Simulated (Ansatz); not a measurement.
These are Ansatz (a first-principles code) with frozen-core CCSD(T)/cc-pVQZ // B3LYP-D3(BJ)/def2-TZVP values and carry that method's errors. The geometry is that of the parent before the electron was removed. Warnings of the run: large_difference.

Ansatz 0.2 input:
```yaml
crystal:
  periodic: [false, false, false]
  atoms:
    - { symbol: C, position_ang: [1.804337, -0.288272, 0.003298] }
    - { symbol: N, position_ang: [0.63903, -0.116389, 0.001164] }
    - { symbol: C, position_ang: [-0.65143, 0.073952, -0.001198] }
    - { symbol: N, position_ang: [-1.792737, 0.242295, -0.003289] }
basis:
  gaussian: { orbitals: cc-pVQZ }
correlation:
  method: ccsd_t
total_charge: 1
magnetization:
  spin_polarized: true
  initial_magnetization: 1
```

Output:

```
Functional definition: HF
1336 factors; integrals over basis functions are off by at most 1.1e-3 eV
mean field evaluation 1: about -5002.9874 eV, gradient 3.9e1 eV
mean field evaluation 2: about -5002.9909 eV, gradient 3.9e1 eV
mean field evaluation 4: about -5010.4783 eV, gradient 1.2e1 eV
mean field evaluation 8: about -5011.9839 eV, gradient 1.6e0 eV
mean field evaluation 16: about -5012.7339 eV, gradient 1.6e-1 eV
mean field evaluation 32: about -5011.6777 eV, gradient 1.9e0 eV
mean field evaluation 64: about -5012.0431 eV, gradient 1.6e0 eV
mean field evaluation 96: about -5012.5747 eV, gradient 1.7e-6 eV
mean field evaluation 128: about -5004.7707 eV, gradient 2.0e0 eV
mean field evaluation 160: about -5004.6388 eV, gradient 6.5e0 eV
mean field evaluation 192: about -5012.5747 eV, gradient 2.3e-3 eV
mean field evaluation 224: about -5011.5261 eV, gradient 1.2e-1 eV
mean field evaluation 256: about -5007.0266 eV, gradient 5.7e-1 eV
mean field evaluation 288: about -5004.9887 eV, gradient 3.6e-4 eV
mean field evaluation 320: about -5004.8547 eV, gradient 1.4e-2 eV
mean field evaluation 352: about -5008.8183 eV, gradient 3.0e-1 eV
mean field evaluation 384: about -5003.6678 eV, gradient 1.1e1 eV
mean field evaluation 416: about -5007.8101 eV, gradient 2.4e-1 eV
mean field evaluation 448: about -5007.8184 eV, gradient 2.2e-3 eV
mean field evaluation 480: about -5004.0247 eV, gradient 2.4e0 eV
mean field evaluation 512: about -5008.1152 eV, gradient 5.9e-2 eV
mean field evaluation 544: about -5007.2524 eV, gradient 1.0e0 eV
mean field evaluation 576: about -5007.2911 eV, gradient 1.3e-3 eV
mean field -5012.73510502 eV, -184.2146173557 hartree, gradient 3.3e-6 eV, S^2 1.813646; 9 other end points of the search recorded, 0 dependent functions left out
determinant -5012.73510502 eV, -184.2146173557 hartree, with singles and doubles -5029.99508989 eV, -184.8489101002 hartree
determinant -5012.57466977 eV, -184.2087214688 hartree, with singles and doubles -5030.10620475 eV, -184.8529934963 hartree
determinant -5011.52691128 eV, -184.1702170548 hartree, with singles and doubles -5028.91367932 eV, -184.8091689948 hartree
determinant -5012.73510502 eV, -184.2146173557 hartree, with singles and doubles -5029.89507547 eV, -184.8452346380 hartree
determinant -5012.57466977 eV, -184.2087214688 hartree, with singles and doubles -5029.79386924 eV, -184.8415153777 hartree
4 core orbitals not correlated
reference -5012.73510502 eV, -184.2146173557 hartree; 9, 8 occupied and 207, 208 virtual orbitals, 1336 factors
second order -15.55455394 eV of doubles, -0.00000000 eV of singles
cycle   1  -17.15997257 eV  change   -2.1e-6 eV  update   3.9e-6
perturbative correction -1.06935995 eV, -0.0392982534 hartree
WARN: the results are in doubt because among natural orbitals full CI differs from the method by -0.094 eV
Total energy: -5030.96443754 eV, -184.8845329695 hartree
In doubt: among natural orbitals full CI differs from the method by -0.094 eV
```

Cost: about 80 core-minutes (a rough figure).
